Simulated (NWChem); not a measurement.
Species: C4H3F; SMILES C#C/C=C\F

```xyz
8

C      0.5414     2.2075     0.0000
C     -0.1240     1.1773     0.0000
C     -0.9249     0.0070     0.0000
C     -0.4477    -1.2587     0.0000
F      0.8561    -1.5410     0.0000
H      1.1364     3.1097     0.0000
H     -2.0224     0.1175     0.0000
H     -1.0876    -2.1564     0.0000
```
Atoms are numbered in this order, from 1.

Program: NWChem. All runs use the structure optimised with PBE-D3(BJ)/def2-SVP.

Question: Among these, which level gives the highest value of “orbital gap (eV)”?
(A) BHandHLYP/def2-SVP
(B) PBE/def2-SVP
(C) PW6B95/def2-SVP
(D) PW91/def2-SVP

Answer: A, BHandHLYP/def2-SVP. Values: PW91/def2-SVP 4.04; PBE/def2-SVP 4.04; PW6B95/def2-SVP 6.24; BHandHLYP/def2-SVP 8.11
